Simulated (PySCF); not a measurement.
Breaking a bond: AlN, triplet.

ROKS-LDA (SVWN5) = restricted open-shell LDA (SVWN5)/cc-pVTZ in PySCF 2.14.0; UCCSD(T) = CCSD(T) on UHF/cc-pVTZ, 6 core orbitals frozen run with PySCF 2.14.0.

Energies relative to the lowest point of each curve near equilibrium, in kcal/mol:

```json
[
 {"R / Å": "1.42", "ROKS-LDA (SVWN5)": "61.1"},
 {"R / Å": "1.51", "ROKS-LDA (SVWN5)": "28.3"},
 {"R / Å": "1.60", "ROKS-LDA (SVWN5)": "10.2"},
 {"R / Å": "1.67", "ROKS-LDA (SVWN5)": "3.1"},
 {"R / Å": "1.76", "ROKS-LDA (SVWN5)": "0.0"},
 {"R / Å": "1.79", "ROKS-LDA (SVWN5)": "0.0"},
 {"R / Å": "1.86", "ROKS-LDA (SVWN5)": "1.6"},
 {"R / Å": "1.91", "ROKS-LDA (SVWN5)": "3.7"},
 {"R / Å": "1.98", "ROKS-LDA (SVWN5)": "7.5"},
 {"R / Å": "2.07", "ROKS-LDA (SVWN5)": "11.3"},
 {"R / Å": "2.23", "ROKS-LDA (SVWN5)": "24.7"},
 {"R / Å": "2.39", "ROKS-LDA (SVWN5)": "35.9"}
]
```

### Question
Estimate the UCCSD(T) values at these points.

### Answer
1.42: 70.5; 1.51: 35.2; 1.60: 15.3; 1.67: 6.6; 1.76: 6.0; 1.79: 2.7; 1.86: 0.8; 1.91: 0.0; 1.98: 0.2; 2.07: 2.2; 2.23: 8.5; 2.39: 16.4 (kcal/mol).

The scan ran from 1.42 to 7.20 Å; beyond the distances shown one of the unrestricted levels run for this scan, shown here or not, changes its spin distribution in one step. The unrestricted determinant behind UCCSD(T) is spin-contaminated at 1.60 to 1.86, 2.39 Å (<S²> up to 2.2, against 2.00 for a pure triplet).
